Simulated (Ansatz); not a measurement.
`F[Si](Cl)(Cl)Cl` + CH₃NH₂ → `CN[Si](Cl)(Cl)Cl` + H–F at 600 K and 1 bar (ligand exchange at the Si–F bond).

Isolated molecules relaxed with PBE0-D4/def2-TZVP in Ansatz; ΔE leaves out vibrations. CCSD(T)/CBS is the MP2 limit (def2-TZVPP, def2-QZVPP) plus CCSD(T) − MP2 in def2-TZVPP, frozen cores. This one scheme is used for every species. Each species was taken in one conformer, which may not be the lowest.

| species | CCSD(T)/CBS energy (Eh) | H − E (kJ/mol) | S (J/(mol·K)) |
| --- | --- | --- | --- |
| `F[Si](Cl)(Cl)Cl` | -1768.43208 | 69.8 | 397.4 |
| CH₃NH₂ | -95.75281 | 199.3 | 283.8 |
| `CN[Si](Cl)(Cl)Cl` | -1763.76586 | 227.5 | 494.7 |
| H–F | -100.39570 | 42.3 | 194.0 |

H − E and S are ideal-gas, rigid-rotor, harmonic terms from PBE0-D4/def2-TZVP, for one conformer and one mirror image of each species. 1 Eh = 2625.50 kJ/mol, R = 8.31446 J/(mol·K).

Q: By hand: ΔE, ΔH, ΔS and ΔG.

A: ΔE = (-1763.76586) + (-100.39570) − (-1768.43208) − (-95.75281) = 0.02333 Eh = 61.3 kJ/mol. Δ(H − E) = 227.5 + 42.3 − 69.8 − 199.3 = 0.7, so ΔH = 62.0 kJ/mol. ΔS = 494.7 + 194.0 − 397.4 − 283.8 = 7.5 J/(mol·K). ΔG = 62.0 − 600 × (7.5)/1000 = 57.5 kJ/mol.

Q: By hand: the equilibrium constant, and the temperature at which ΔG would vanish if ΔH and ΔS stayed fixed.

A: log₁₀ K = −ΔG/(RT ln 10) = -5.0. ΔG = 0 at ΔH/ΔS = 8267 K, far beyond where these terms or the molecules hold.

The number of gas molecules stays the same, so ΔS is small and ΔH decides. A doubt of 5 kJ/mol in ΔE shifts log₁₀ K by 0.4 here. Other conformers and mirror images would add mixing entropy, several J/(mol·K) or more a flexible species. Modes under 60 cm⁻¹, often nearly free rotors, make the harmonic entropy too high. These are equilibria of isolated gas molecules and say nothing of rates. Largest T1 diagnostic: 0.010 (customary marks: 0.02 for closed shells, 0.045 for open ones).
